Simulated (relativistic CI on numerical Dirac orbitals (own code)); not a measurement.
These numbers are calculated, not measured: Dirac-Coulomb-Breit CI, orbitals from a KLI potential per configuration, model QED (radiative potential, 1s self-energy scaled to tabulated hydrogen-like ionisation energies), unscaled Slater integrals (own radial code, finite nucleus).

The strongest absorption lines from the ground level of an ion, among the configurations computed and to levels below about 196 eV (vacuum wavelength in nm, gf): 7.9929 (8.2), 8.0075 (16), 8.0256 (3.2), 8.0573 (4.5), 8.0828 (13), 8.1243 (3.3), 8.1582 (2.4), 8.2561 (3.2).

Which ion is it?
A. Pr14+
B. La12+
C. Eu18+
D. Pr12+

A. Pr14+ has 45 electrons and the ground level 4s²4p⁶4d⁹ ²D5/2; the strongest line goes to 4s²4p⁶4d⁸4f ²F°7/2. The pattern of lines fixes the number of electrons, and along that sequence the line energies rise steadily with the charge (about as its square where n changes within one kind of shell, about linearly where n is kept but much faster in heavy ions where fine structure, which grows about as Z⁴, sets the gap, and irregularly where shells cross), which fixes Z. Configurations outside the model, such as inner-shell arrays, can give stronger lines. At this charge energies of transitions that change n are usually good to better than 1 %, and those within a shell (Δn = 0) to a few per cent. Levels and lines within the n = 5 or 6 shells can be off by up to 10 % or somewhat more, and those that change n by about 2 %, since core polarisation is missing.

LS names give the leading component of a level, which can be under half, so a name can repeat, a term be missing and a line seem to break the LS rules.
